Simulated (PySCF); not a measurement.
PySCF input for 1,1-dichloro-3,3-difluoroprop-1-ene (C3H2Cl2F2), SMILES FC(C=C(Cl)Cl)F, B3LYP/pcSseg-1. Geometry: B3LYP-D3(BJ)/def2-SVP. Other conformers were not sampled.

```python
import numpy as np
from pyscf import gto, scf, dft
from pyscf.prop.nmr import rks as nmr

mol = gto.M(
    atom='''
    F     0.26383662   -2.47353241    1.09533635
    C    -0.08730673   -1.74420011    0.00000000
    F     0.26383663   -2.47353241   -1.09533635
    C     0.66301052   -0.45231550    0.00000000
    C     0.10512140    0.76265297   -0.00000000
    Cl   -1.61063859    1.04199841   -0.00000000
    Cl    1.05732613    2.20926046    0.00000000
    H    -1.18029055   -1.61296005   -0.00000000
    H     1.75259195   -0.53168149   -0.00000001
    ''',
    basis='pcSseg-1',
    charge=0,
    spin=0,
    max_memory=1600,
    verbose=3,
)
mf = dft.RKS(mol, xc='b3lyp')
mf.grids.level = 3
mf.conv_tol = 1e-10
mf.max_cycle = 100
mf.kernel()
n = nmr.NMR(mf)
n.verbose = 2
n.max_cycle_cphf = 60
sigma = n.kernel()
print('atom   isotropic/ppm   span/ppm')
for i, s in enumerate(sigma):
    w = np.linalg.eigvalsh((s + s.T) / 2)
    print(f'{mol.atom_symbol(i):2s}{i + 1:3d} {w.mean():14.3f} {w[2] - w[0]:11.3f}')
```

Program output:

```
converged SCF energy = -1235.54342759144
atom   isotropic/ppm   span/ppm
F   1        294.656     188.357
C   2         60.180      32.303
F   3        294.656     188.357
C   4         46.560     175.075
C   5         23.168     125.573
Cl  6        595.364     544.675
Cl  7        555.789     633.351
H   8         24.967       5.759
H   9         25.336       6.630
```

Self-consistency was reached.
